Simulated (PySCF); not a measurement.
A calculated (LDA, PySCF 2.14, ANO-RCC-VTZP, the spin-free X2C one-electron Hamiltonian (Gaussian nucleus)) atom or ion has these occupied shells.

| shell | electrons | orbital energy (eV) | rms radius, mean of both spins (bohr) |
| --- | --- | --- | --- |
| 1s α | 1 | -285.69 | 0.317 |
| 1s β | 1 | -285.09 | 0.317 |
| 2s α | 1 | -26.128 | 1.61 |
| 2s β | 1 | -24.613 | 1.61 |
| 2p α | 1 | -17.814 | 1.66 |

(1) Name the element and its charge.

Results:

(1) C⁺ (carbon, charge +1), in [He] 2s2 2p1, 2P determinant.
